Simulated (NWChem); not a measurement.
Molecule: WNH$_{2}$SOF; SMILES [NH]=[W](=[O])([F])[SH]

```xyz
7

W     -0.0272    -0.2143     0.0189
O     -0.9092    -0.5897     1.4202
N     -0.9845    -0.5746    -1.3937
H     -1.8513    -0.9254    -1.7941
F      1.5725    -1.1869    -0.0613
S      0.2308     2.1197     0.0403
H      0.1876     2.2901    -1.3003
```
Atoms are numbered in this order, from 1.

Computed with NWChem. Structure relaxed at the PBE0/def2-SVP level. Not confirmed as a minimum by frequencies. def2 effective core potentials on W; no spin-orbit coupling.

For level B3LYP/def2-SVP:

* **highest occupied level (eV)**: -7.89
* **orbital gap (eV)**: 5.65
* **dipole (D)**: 2.56

Question: Estimate the same quantities for level PW91/def2-SVP.

Answer: 
| Property | Value |
|---|---|
| highest occupied level (eV) | -6.95 |
| orbital gap (eV) | 4.13 |
| dipole (D) | 2.46 |
